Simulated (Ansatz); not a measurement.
`O=C[SiH](O)Cl` + HBr → `O[SiH](Cl)Br` + `C=O` at 500 K and 1 bar (ligand exchange at the Si–C bond).

Calculated with Ansatz (gas phase, PBE0-D4/def2-TZVP geometries, no zero-point term in ΔE). CCSD(T)/CBS adds triple-zeta CCSD(T) − MP2 to the extrapolated MP2 energy (def2 sets, frozen cores). This one scheme is used for every species. For Br outer-core shells are correlated without core-valence functions, which leaves a few kJ/mol of doubt a bond. Scalar relativity is left out up to krypton. One conformer a species, not always the lowest.

```json
{"species": "`O=C[SiH](O)Cl`", "CCSD(T)/CBS energy (Eh)": "-939.13820", "H − E (kJ/mol)": "156.9", "S (J/(mol·K))": "398.9"}
{"species": "HBr", "CCSD(T)/CBS energy (Eh)": "-2573.91920", "H − E (kJ/mol)": "30.5", "S (J/(mol·K))": "213.7"}
{"species": "`O[SiH](Cl)Br`", "CCSD(T)/CBS energy (Eh)": "-3398.70645", "H − E (kJ/mol)": "105.0", "S (J/(mol·K))": "380.5"}
{"species": "`C=O`", "CCSD(T)/CBS energy (Eh)": "-114.39408", "H − E (kJ/mol)": "87.9", "S (J/(mol·K))": "238.5"}
```

H − E and S are ideal-gas, rigid-rotor, harmonic terms from PBE0-D4/def2-TZVP, for one conformer and one mirror image of each species. 1 Eh = 2625.50 kJ/mol, R = 8.31446 J/(mol·K).

Problem. By hand: ΔE, ΔH, ΔS and ΔG.

Solution. ΔE = (-3398.70645) + (-114.39408) − (-939.13820) − (-2573.91920) = -0.04313 Eh = -113.2 kJ/mol. Δ(H − E) = 105.0 + 87.9 − 156.9 − 30.5 = 5.5, so ΔH = -107.7 kJ/mol. ΔS = 380.5 + 238.5 − 398.9 − 213.7 = 6.4 J/(mol·K). ΔG = -107.7 − 500 × (6.4)/1000 = -110.9 kJ/mol.

Problem. By hand: the equilibrium constant, and the temperature at which ΔG would vanish if ΔH and ΔS stayed fixed.

Solution. log₁₀ K = −ΔG/(RT ln 10) = 11.6. ΔH and −TΔS have one sign here, so there is no such temperature.

The number of gas molecules stays the same, so ΔS is small and ΔH decides. A doubt of 5 kJ/mol in ΔE shifts log₁₀ K by 0.5 here. Other conformers and mirror images would add mixing entropy, several J/(mol·K) or more a flexible species. These are equilibria of isolated gas molecules and say nothing of rates. Largest T1 diagnostic: 0.015 (customary marks: 0.02 for closed shells, 0.045 for open ones).

ΔS is within the doubt of such terms, so its sign, and with it that verdict, could turn.
